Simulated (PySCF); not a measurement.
H₂OSi, charge -1, doublet, at a GFN2-xTB geometry (a state made from the parent by changing its charge; the spin is typed, not shown lowest) (in this run its highest filled SCF level lies above zero, so its values depend strongly on the basis, on diffuse functions most of all). Base run: B3LYP/6-31G* (PySCF).

The PySCF input:
```python
from pyscf import gto, scf, dft

mol = gto.M(
    atom='''
Si    0.06934238   -0.44293770    0.00358120
O    -0.17097170    1.09211434   -0.00882986
H    -1.00009541   -1.45561993   -0.00045378
H     1.39707565   -1.08016707    0.02095588
''',
    basis='6-31g*',
    charge=-1,
    spin=1,
    verbose=5,
)

mf = dft.UKS(mol)
mf.xc = 'b3lyp'
mf.kernel()
```

Variants of this job, named by their change:

| change | ΔE vs base (mEh) | grid points | electrons on the grid |
|---|---|---|---|
| base | 0.000 | 52880 | 25.00000 |
| grids.level = 1 | 0.005 | 16536 | 25.00002 |
| grids.atom_grid = (30, 110) | 0.170 | 9856 | 25.00003 |
| grids.atom_grid = (99, 590) | 0.000 | 127656 | 25.00000 |
| grids.level = 7 | 0.000 | 274000 | 25.00000 |
| grids.level = 2 | -0.002 | 33880 | 25.00001 |
| small_rho_cutoff = 0 | 0.000 | 52880 | 25.00000 |
| grids.level = 0 | -27.636 | 3952 | 25.00541 |
| grids.prune = dft.gen_grid.treutler_prune | 0.000 | 47304 | 25.00000 |
| grids.atom_grid = (150, 974) | 0.000 | 318840 | 25.00000 |
| grids.radi_method = delley | 0.000 | 55880 | 25.00000 |

Open shells are given as the SCF converged; they aren't shown to be the lowest states, and a large step between rows can be another state.
